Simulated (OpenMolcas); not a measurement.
A calculation on Ta I.

```json
{
 "Program": "OpenMolcas 26.06",
 "Method": "MS-CASPT2, IPEA 0.25 Eh, imaginary shift 0.1 Eh (closed shells correlated: 5s 5p)",
 "Basis": "ANO-RCC-VQZP [9s8p6d4f3g2h]",
 "Scalar Hamiltonian": "DKH2, point nucleus",
 "Active space": "5 electrons in 6 orbitals (5d 6s)",
 "State averaging": "2S+1 = 4 even, 50 roots; 2S+1 = 6 even, 6 roots kept (CI in the orbitals of an earlier block); 2S+1 = 2 even, 98 roots kept (CI in the orbitals of an earlier block)",
 "Spin-orbit coupling": "state interaction with AMFI integrals over the reference wave functions, term energies averaged over their components"
}
```

Question: Which level of the active space comes out lowest?

Answer: 5d³ 6s² ⁴F_3/2, with 89 % of that term; it is also the measured ground level.

Question: How high does 5d³ 6s² ⁴F_9/2 lie?

Answer: 5380 cm⁻¹ above the lowest level; measured 5621 cm⁻¹ above the ground level, so the calculation is off by -4 %.

Question: How high does 5d³ 6s² ⁴F_5/2 lie?

Answer: 1846 cm⁻¹ above the lowest level; measured 2010 cm⁻¹ above the ground level, so the calculation is off by -8 %.

Question: How high does 5d³ 6s² ²G_7/2 lie?

Answer: 10100 cm⁻¹ above the lowest level.

Question: The level at 11160 cm⁻¹ has J = 9/2. What is it made of, and what is its g factor?

Answer: 52 % 5d³ 6s² ²G_9/2, 35 % 5d³ 6s² ²H, 12 % 5d³ 6s² ⁴F; g = 1.071, against 1.111 from Landé's formula for the pure leading term.

Measured values: NIST Handbook of Basic Atomic Spectroscopic Data.

CASPT2 breaks the degeneracy within a term, and the mean is taken; among the terms shown or strongly mixed into the levels shown the widest spread is 1200 cm-1 (5d³ 6s² ⁴F). Over all roots computed the reference weight is 0.87 to 0.92; the roots of lowest weight are the least certain, and an intruder state may touch them. Blocks of more than 70 roots (2S+1 = 2 even) ran without multistate coupling. Terms from blocks run as CI alone lack orbitals of their own. Configurations are named by rounded mean occupations; where the s occupation lies near a half they are strongly mixed, a name can repeat and a true partner stay unpaired. Computed and measured levels are paired by configuration, term and J; levels that our copy of the source lacks, or whose pairing is in doubt (as where it misses far off the trend of its configuration), stay unpaired and out of the deviations. Levels of configurations outside the active space are missing.
